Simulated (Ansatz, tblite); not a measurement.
Isomers of Si$_{5}$W$_{4}$ (singlet), found by a short tight-binding search and relaxed with PBE-D4/def2-SVP in Ansatz.

In the def2 sets W takes a core potential; there is no spin–orbit coupling. The xTB rows come from tblite.

A: This restricted singlet of an open-shell metal (gap down to 0.38 eV) wasn't tested against broken symmetry. B: The restricted singlet is unstable towards broken spin symmetry in Hartree–Fock (as tested in another run); at PBE-D4/def2-TZVP, r2SCAN-D4/def2-TZVP, PBE0-D4/def2-TZVP this wasn't settled.

Other spin states were run for one of them alone.

A:

```xyz
9

W    -0.8974    2.0967   -0.0321
W     0.0553    0.9365   -2.1707
W    -0.4417    0.5108    1.6719
W     1.5217    1.4621   -0.4424
Si    1.3384   -0.9939   -1.5444
Si    0.1795   -1.9189    0.5026
Si   -1.9655   -1.5169    1.3843
Si   -1.5883   -0.1896   -0.6047
Si    1.7979   -0.3868    1.2354
```

B:

```xyz
9

W    -0.5211    2.1464   -0.6084
W    -2.0339    0.3206   -0.1550
W    -0.0010    0.2573   -2.0239
W     1.6476    1.2394   -0.0495
Si   -0.8379   -1.7528   -0.8976
Si   -0.3003    1.0075    1.5874
Si    1.6095   -1.1460   -0.8098
Si    1.4663   -0.7211    1.5211
Si   -1.0292   -1.3514    1.4357
```

Problem. Estimate their order by electronic energy at PBE0-D4/def2-TZVP, counted from the lowest.

Solution. B (0.0) < A (15.1), in kcal/mol.

Problem. Do the other levels pick the same lowest one?

Solution. Not GFN2-xTB. Energies above each level's lowest (kcal/mol):

```tsv
level	A	B
GFN1-xTB	45.9	0.0
GFN2-xTB	0.0	8.2
PBE-D4/def2-TZVP	15.1	0.0
r2SCAN-D4/def2-TZVP	18.0	0.0
PBE0-D4/def2-TZVP	15.1	0.0
```
Point groups (tolerance 0.1 Å): A not assigned, B Cs. Lower isomers may exist.
